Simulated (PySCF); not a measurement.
Species: benzocyclobutene, C8H8.
Atom-mapped SMILES: `[cH:1]1[cH:2][cH:3][c:4]2[c:5]([cH:6]1)[CH2:7][CH2:8]2`

NICS = −σ at a ghost point: NICS(0) at the centroid of the ring atoms, NICS(1) 1 Å to either side along the normal of their mean plane, zz for the tensor component along that normal. Level: GIAO PBE0/pcSseg-1 (PySCF, non-relativistic, gas phase) on the GFN2-xTB geometry, one conformer.

Rings: 1. C1–C2–C3–C4–C5–C6; 2. C4–C5–C7–C8.

```csv
set,NICS(0),"NICS(1), two faces","NICS(1)zz, two faces"
P,-9.0,-11.3 / -11.3,-28.5 / -28.5
Q,3.9,-1.2 / -1.2,2.8 / 2.8
```

Which set (ppm) belongs to which ring?

P = 1, Q = 2.
- 1 (6-membered carbocycle; formal bonds all aromatic): mean NICS(1)zz -28.5 ppm, shielded, aromatic by this magnetic criterion (flat ring, no four-coordinate atom), though in fused rings the probe also feels the neighbouring ring.
- 2 (4-membered carbocycle; formal bonds 1 aromatic, 3 single): mean NICS(1)zz 2.8 ppm, near zero. C7, C8 have four or more neighbours; no verdict on aromaticity is drawn.

How do the rings differ in shape?

| ring | bond lengths (Å) | rms pucker (Å) | HOMA | nearest outside atom to a NICS(1) probe (Å) |
| --- | --- | --- | --- | --- |
| 1 | 1.386, 1.396, 1.372, 1.395, 1.372, 1.396 | 0.00 | 0.97 | hydrogen 2.64 |
| 2 | 1.395, 1.507, 1.555, 1.507 | 0.00 | – | hydrogen 1.72 |

HOMA = 1 − mean of α(R − Ropt)² over the ring bonds, with Krygowski's 1993 parameters (CC: Ropt 1.388 Å, α 257.7 Å⁻²). A dash marks a ring with a four-coordinate atom, a triple bond, no multiple bond or a kind of bond without parameters.
